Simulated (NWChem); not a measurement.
System: AlSiH5; SMILES [AlH2][SiH3]

Input file for NWChem:

```
start job
memory heap 200 mb stack 900 mb global 1100 mb
geometry units angstroms noautoz
  Al     0.009985     1.314547    -0.005776
  H     -1.383425     2.109535     0.013667
  H      1.379261     2.149653     0.019034
  Si     0.018279    -1.148372    -0.029865
  H     -0.279368    -1.669180     1.358168
  H      1.341413    -1.736702    -0.450713
  H     -1.047049    -1.708047    -0.940824
end
basis spherical
  Al library def2-tzvp
  H library def2-tzvp
  Si library def2-tzvp
end
dft
  xc xpbe96 cpbe96
  iterations 150
  mulliken
end
task dft energy
```

Parts of the log:

```
             Northwest Computational Chemistry Package (NWChem) 7.3.0
             --------------------------------------------------------

 C1  symmetry detected

                             Geometry "geometry" -> ""
                             -------------------------

 Output coordinates in angstroms (scale by  1.889725989 to convert to a.u.)

  No.       Tag          Charge          X              Y              Z
 ---- ---------------- ---------- -------------- -------------- --------------
    1 Al                  13.0000     0.00166481     1.30966772    -0.00351724
    2 H                    1.0000    -1.38923668     2.10914674     0.01068519
    3 H                    1.0000     1.37356543     2.14071257     0.01017525
    4 Si                  14.0000     0.00228941    -1.15338287    -0.00283715
    5 H                    1.0000    -0.29417399    -1.65927592     1.39095336
    6 H                    1.0000     1.32274710    -1.75003331    -0.42036384
    7 H                    1.0000    -1.06659619    -1.71887036    -0.90600581

 Effective nuclear repulsion energy (a.u.)      74.3511459918

  pbe96 is a nonlocal functional; adding pw91lda local functional.

                                 NWChem DFT Module
                                 -----------------

 Summary of "ao basis" -> "ao basis" (spherical)
 ------------------------------------------------------------------------------
       Tag                 Description            Shells   Functions and Types
 ---------------- ------------------------------  ------  ---------------------
 Al                        def2-tzvp                13       37   5s5p2d1f
 H                         def2-tzvp                 4        6   3s1p
 Si                        def2-tzvp                13       37   5s5p2d1f

            General Information
            -------------------
          SCF calculation type: DFT
          Wavefunction type:  closed shell.
          No. of atoms     :     7
          No. of electrons :    32
           Alpha electrons :    16
            Beta electrons :    16
          Charge           :     0
          Spin multiplicity:     1
          Use of symmetry is: off; symmetry adaption is: off
          Maximum number of iterations: 150
          AO basis - number of functions:   104
                     number of shells:    46
          Convergence on energy requested:  1.00D-06
          Convergence on density requested:  1.00D-05
          Convergence on gradient requested:  5.00D-04

              XC Information
              --------------
          PerdewBurkeErnzerhof Exchange Functional  1.000
            Perdew 1991 LDA Correlation Functional  1.000 local
           PerdewBurkeErnz. Correlation Functional  1.000 non-local

             Grid Information
             ----------------
          Grid used for XC integration:  medium
          Radial quadrature: Mura-Knowles
          Angular quadrature: Lebedev.
          Tag              B.-S. Rad. Rad. Pts. Rad. Cut. Ang. Pts.
          ---              ---------- --------- --------- ---------
          Al                  1.25       88          11.0       590
          H                   0.35       45          12.0       434
          Si                  1.10       88          11.0       590
          Grid pruning is: on
          Number of quadrature shells:   401
          Spatial weights used:  Erf1

      Superposition of Atomic Density Guess
      -------------------------------------

 Sum of atomic energies:        -533.20928038

      Non-variational initial energy
      ------------------------------

 Total energy =    -533.520377
 1-e energy   =    -887.463934
 2-e energy   =     279.592411
 HOMO         =      -0.281316
 LUMO         =      -0.035487

     ---------------------------------------------
      Total Density - Mulliken Population Analysis
     ---------------------------------------------

    Atom       Charge   Shell Charges
 -----------   ------   -------------------------------------------------------
    1 Al  13    12.44   2.00  0.65  1.32  0.89  0.37  2.91  2.28  0.82  0.76  0.31  0.06  0.04  0.01
    2 H    1     1.19   0.23  0.58  0.38  0.00
    3 H    1     1.19   0.23  0.58  0.38  0.00
    4 Si  14    14.09   2.00  0.59  1.39  0.91  0.54  4.12  1.73  0.52  1.50  0.68  0.05  0.05  0.01
    5 H    1     1.03   0.22  0.54  0.27  0.01
    6 H    1     1.04   0.22  0.54  0.27  0.01
    7 H    1     1.04   0.22  0.54  0.27  0.01

   convergence    iter        energy       DeltaE   RMS-Dens  Diis-err
 ---------------- ----- ----------------- --------- --------- ---------
 d= 0,ls=0.0,diis     1   -534.5777348892 -6.09D+02  4.43D-03  6.78D-01
 d= 0,ls=0.0,diis     2   -534.5983890507 -2.07D-02  3.25D-03  2.60D-02
 d= 0,ls=0.0,diis     3   -534.5989943133 -6.05D-04  1.42D-03  2.77D-02
 d= 0,ls=0.0,diis     4   -534.6047833976 -5.79D-03  1.40D-04  2.42D-04
 d= 0,ls=0.0,diis     5   -534.6048075058 -2.41D-05  2.32D-05  9.09D-06
 d= 0,ls=0.0,diis     6   -534.6048084094 -9.04D-07  6.00D-06  2.75D-07

         Total DFT energy =     -534.604808409434
      One electron energy =     -889.387183250865
           Coulomb energy =      321.476615603081
    Exchange-Corr. energy =      -41.045386753418
 Nuclear repulsion energy =       74.351145991769

 Numeric. integr. density =       31.999997207488

                       DFT Final Molecular Orbital Analysis
                       ------------------------------------

[...]
```

Level: PBE/def2-TZVP. Geometry: optimised at PBE-D3(BJ)/def2-SVP.
